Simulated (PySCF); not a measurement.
# $^{33}$S chemical shifts

Calculated, not measured (PySCF 2.14.0 with density-fitted response routines): coordinates at the GFN2-xTB level, shielding tensors at PBE0/pcSseg-1 (GIAO). Non-relativistic, rapidly exchanging positions averaged, in vacuum, single conformer.

Shieldings were converted by a linear fit to measured shifts: $^{33}$S: δ = 158.28 − 0.937σ (rms 33.3 ppm, 20 shifts vs sulfate, solution or neat liquid). A few per cent of atoms miss by over 2 rms, more outside the fitted compound classes.

(1) Give the $^{33}$S shifts of `C[S@](=O)c1ccc(O)o1`, `[SiH3]O[SiH2][SiH2]c1cccs1`.

(2) Order these by $^{33}$S shift, lowest first.
A. CCS(=O)(=O)CC#N
B. O=C(F)c1ccsc1
C. CN([SiH2]N)[SiH2]CCS
D. C[SiH2]S[Si@@H](N)N(C)C

Results:

(1) 
```
                  compound           environment  δ (ppm)
       C[S@](=O)c1ccc(O)o1      sulfoxide sulfur      -12
[SiH3]O[SiH2][SiH2]c1cccs1  aromatic ring sulfur      -58
```

(2) D (-535 ppm, sulfur bonded to 2 Si), C (-373 ppm, thiol sulfur), B (-80 ppm, aromatic ring sulfur), A (-22 ppm, sulfone sulfur).
